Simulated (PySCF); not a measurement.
**Pd²⁺ (palladium, charge +2) across methods**

[Kr] 4d7 5p1, one real determinant (an excited configuration). All numbers are calculated (PySCF 2.14, scalar relativity through the core potential, in def2-QZVPPD with the def2 core potential (28 electrons) (7s5p4d4f2g, 88 functions)).

```tsv
method	E (hartree)	mean ε 4d α (eV)	mean ε 4d β (eV)	mean ε 5p α (eV)	Σ⟨r²⟩ (bohr²)	⟨S²⟩
PBE	-126.3594	-33.511	-31.361	-16.751	34.06	6.001
r2SCANh	-126.3902	-34.946	-32.420	-17.126	34.02	6.002
PBE0	-126.3551	-35.790	-33.462	-17.387	34.08	6.001
r2SCAN0	-126.3729	-36.224	-33.653	-17.487	34.05	6.002
r2SCAN	-126.4019	-34.098	-31.604	-16.883	34.00	6.002
UHF	-125.70352	-41.706	-38.763	-18.789	34.56	6.005
LDA	-126.0714	-33.637	-31.313	-16.903	34.11	6.000
M06	-126.3474	-35.694	-33.531	-17.025	34.11	6.001
```

Problem. Estimate the same row for LC-wPBE.

Solution. E (hartree) = -126.3808; mean ε 4d α (eV) = -38.500; mean ε 4d β (eV) = -36.304; mean ε 5p α (eV) = -19.510; Σ⟨r²⟩ (bohr²) = 34.00; ⟨S²⟩ = 6.001.

⟨L²⟩ = 13.72 against 20 for a pure G term, so this real determinant mixes terms. Energies and moments cover only the electrons outside the core potential.
